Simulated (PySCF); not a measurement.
Compound: CH₇NOSi.
SMILES with atom numbers: `[CH3:1][NH:2][SiH2:3][OH:4]` (hydrogens: H5, H6, H7 on C1; H8 on N2; H9, H10 on Si3; H11 on O4)

Theory: PySCF 2.14.0, PBE0-D3(BJ)/def2-SVP geometry optimisation, gas phase.

Task: Give the optimised bond lengths and angles.

Result: 
```tsv
bond	length (Å)
C1–N2	1.442
N2–Si3	1.720
Si3–O4	1.672
C1–H5, C1–H6, C1–H7	1.104
N2–H8	1.014
Si3–H9	1.496
Si3–H10	1.485
O4–H11	0.961
```

Bonds in one row agree within 0.01 Å and their mean is given. A selection of angles:
```tsv
angle	degrees
N2–C1–H5	109.6
N2–C1–H6	111.9
N2–C1–H7	113.9
H5–C1–H6	106.7
C1–N2–Si3	126.4
C1–N2–H8	114.0
Si3–N2–H8	118.0
N2–Si3–O4	117.5
N2–Si3–H9	105.1
N2–Si3–H10	108.2
O4–Si3–H9	109.5
O4–Si3–H10	103.1
H9–Si3–H10	113.7
Si3–O4–H11	116.4
```

Torsions: C1–N2–Si3–O4 88° (synclinal); H11–O4–Si3–N2 -66° (synclinal). The mirror-image conformer, all signs reversed, is as good.

N2 (silicon-bound nitrogen) is almost planar (angles 126.4°, 118.0° and 114.0°, sum 358.5°, 0.10 Å off the plane of its three neighbours). Si3 (oxygen-bound silicon) is distorted tetrahedral (angles from 103.1° to 117.5°).

Point group: C1 (no symmetry element, even within 0.4 Å). No frequency check. One conformer, not necessarily the lowest (C1–N2–Si3–O4 88°, N2–Si3–O4–H -66°).

On an x86-64 server with one thread, shared host, this took 34 s wall. This is the geometry optimisation.
